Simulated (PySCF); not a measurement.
Several molecules and their computed UV-vis stick spectra, shuffled. Computed, not measured: TDDFT CAM-B3LYP/def2-SVPD, vertical, gas phase, core orbitals frozen in the response (PySCF). Geometries: GFN2-xTB; one conformer of each isolated species. Triplets are in the Tamm–Dancoff approximation. Ions are computed without counter-ions or solvent.

A. `CC[C@@H]1CC=C[S@]1=O`
B. `N#CC(/C=C\F)=C/[SiH3]`
C. `CCC1=CC=CC[CH+]1`
D. `C=C(C)C1=CC=C[SiH2]1`
E. `p1cpcc(c1)C=O`

Lowest singlet levels (six at most, fewer where fewer were computed) with oscillator strengths:

1. 251 nm (f 0.014); 214 nm (f 0.021); 211 nm (f 0.014); 190 nm (f 0.021); 187 nm (f 0.005); 182 nm (f 0.017); T1 4.21 eV
2. 336 nm (f 0.000); 309 nm (f 0.025); 306 nm (f 0.001); 288 nm (f 0.019); 264 nm (f 0.004); 246 nm (f 0.000); T1 2.85 eV
3. 244 nm (f 0.513); 207 nm (f 0.002); 195 nm (f 0.078); 192 nm (f 0.002); 184 nm (f 0.006); 178 nm (f 0.126); T1 2.80 eV
4. 324 nm (f 0.104); 253 nm (f 0.003); 243 nm (f 0.011); 226 nm (f 0.059); 217 nm (f 0.003); 202 nm (f 0.005); T1 2.11 eV
5. 321 nm (f 0.191); 231 nm (f 0.000); 210 nm (f 0.003); 209 nm (f 0.000); 207 nm (f 0.027); 204 nm (f 0.003); T1 2.18 eV

Question: Match each spectrum to its molecule.

Answer: 1 = A, 2 = E, 3 = B, 4 = C, 5 = D.
- A: S1 at 4.94 eV, HOMO→LUMO (93%); Löwdin shares by element: HOMO oxygen 47%, sulfur 31%, carbon 12% or more; LUMO carbon 60% or more, sulfur 18% (atoms not listed hold the other 22%); HOMO -7.93 and LUMO 0.44 eV.
- B: S1 at 5.08 eV, HOMO→LUMO (97%); Löwdin shares by element: HOMO carbon 73% or more (atoms not listed hold the other 27%); LUMO carbon 60% or more, silicon 9% (atoms not listed hold the other 31%); HOMO -8.72 and LUMO -1.27 eV.
- C: S1 at 3.83 eV, HOMO→LUMO (98%); Löwdin shares by element: HOMO carbon 68% or more (atoms not listed hold the other 32%); LUMO carbon 70% or more (atoms not listed hold the other 30%); HOMO -13.80 and LUMO -7.21 eV.
- D: S1 at 3.86 eV, HOMO→LUMO (95%); Löwdin shares by element: HOMO carbon 67% or more (atoms not listed hold the other 33%); LUMO carbon 62% or more (atoms not listed hold the other 38%); HOMO -7.29 and LUMO -0.70 eV; point group Cs, 2 of its 6 listed states under f = 0.0005.
- E: S1 at 3.69 eV, HOMO-2→LUMO (77%), HOMO-2→LUMO+2 (15%); Löwdin shares by element: HOMO carbon 44% or more, phosphorus 36% (atoms not listed hold the other 20%); LUMO carbon 42% or more, phosphorus 14% or more (atoms not listed hold the other 44%); HOMO -8.80 and LUMO -1.76 eV; point group Cs, 2 of its 6 listed states under f = 0.0005.
A and B have S1 within 0.15 eV of each other; their strongest listed levels stand at 5.81 eV (f 0.021) and 5.08 eV (f 0.513).
C and D have S1 within 0.03 eV of each other; their strongest listed levels stand at 3.83 eV (f 0.104) and 3.86 eV (f 0.191).
C and E have S1 within 0.14 eV of each other; their strongest listed levels stand at 3.83 eV (f 0.104) and 4.01 eV (f 0.025).
